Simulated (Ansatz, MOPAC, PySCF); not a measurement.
Stepwise substitution at one centre (Al Br-SiH3). Isolated molecules, 0 K electronic values unless said otherwise. Strings in code marks are SMILES.

Quantity: redistribution energy (mixed species minus the weighted end members), in eV. Semi-empirical values (MOPAC) are differences of heats of formation.

Level 1: M06-2X/def2-TZVP // B3LYP-D3(BJ)/def2-TZVP (PySCF)
Level 2: PBE-D3(BJ)/def2-TZVP // B3LYP-D3(BJ)/def2-TZVP (PySCF)
Level 3: frozen-core MP2/cc-pVTZ // B3LYP-D3(BJ)/def2-TZVP (Ansatz, an electronic-structure program)
Level 4: AM1 // B3LYP-D3(BJ)/def2-TZVP (MOPAC)

```tsv
species	level 2	level 3	level 4
2 of 3 Br replaced by SiH3: `[Al]([SiH3])([SiH3])[Br]`	-0.103	-0.092	-0.152
1 of 3 Br replaced by SiH3: `[SiH3][Al]([Br])[Br]`	-0.147	-0.137	-0.181
```

Task: What does level 1 give for each?

Result: 
- 2 of 3 Br replaced by SiH3: `[Al]([SiH3])([SiH3])[Br]`: -0.116
- 1 of 3 Br replaced by SiH3: `[SiH3][Al]([Br])[Br]`: -0.160
